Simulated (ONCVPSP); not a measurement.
# Plane-wave convergence, ONCV potential for Hg

| Item | Value |
| --- | --- |
| Element | mercury |
| Generator | ONCVPSP 4.0.1 |
| Type | optimised norm-conserving Vanderbilt (ONCV) |
| Functional | LDA (Perdew-Zunger) |
| Relativity | fully relativistic |
| Frozen core | [Xe] 4f14 |
| Valence charge | 12 |
| Reference configuration | 5d10 6s1 6p1 |
| Partial waves | 6s: rc 2.35 bohr, ncon 4, nbas 8, qcut 2.5 1/bohr, 1 projector; 6p: rc 3.40 bohr, ncon 5, nbas 10, qcut 2.7 1/bohr, 2 projectors, debl 1.8 Ha; 5d: rc 1.30 bohr, ncon 4, nbas 8, qcut 6.6 1/bohr, 3 projectors, debl 0.6 Ha |
| Local potential | polynomial inside 1.30 bohr (lpopt 5, dvloc0 4 Ha) |
| Core correction | Teter function, fcfact 2.25, rcfact 1.45 |

Open shells are filled in proportion to 2j + 1.

Task: For each optimised wave give the share of its norm inside rc, the residual kinetic energy above qcut (Ha) and the cutoffs (Ha) for errors of 10, 1, 0.1 and 0.01 mHa per electron.

Result:

```csv
wave,norm inside rc,residual KE,10 mHa,1 mHa,0.1 mHa,0.01 mHa
6s,0.441,8.4e-03,2.9,16.9,30.4,35.8
6p j=3/2,0.368,1.2e-04,0.7,2.1,4.2,24.6
p projector 2 j=3/2,0.188,1.3e-02,3.8,10.5,32.5,36.9
6p j=1/2,0.515,1.3e-04,0.9,1.7,4.2,25.3
p projector 2 j=1/2,0.206,1.0e-02,3.5,9.7,32.6,37.0
5d j=5/2,0.425,4.8e-04,16.3,20.6,31.7,63.9
d projector 2 j=5/2,0.028,4.7e-05,10.9,16.2,20.6,26.8
d projector 3 j=5/2,0.045,1.2e-04,13.0,18.1,22.0,34.5
5d j=3/2,0.466,1.0e-03,17.4,21.9,36.5,68.4
d projector 2 j=3/2,0.026,8.7e-05,11.4,17.0,21.5,32.9
d projector 3 j=3/2,0.044,2.2e-04,13.7,18.9,23.1,38.0
```

The occupied waves need 22 Ha and 37 Ha for 1 and 0.1 mHa. Note: ghosts flagged at negative energy: s at -94.5 eV, d5/2 at -1007.7 eV, d3/2 at -2637.7 eV; GHOST(+) flagged for p3/2 at 29.8 eV, p1/2 at 42.4 eV. A true bound ghost makes a file unfit for plane-wave use.
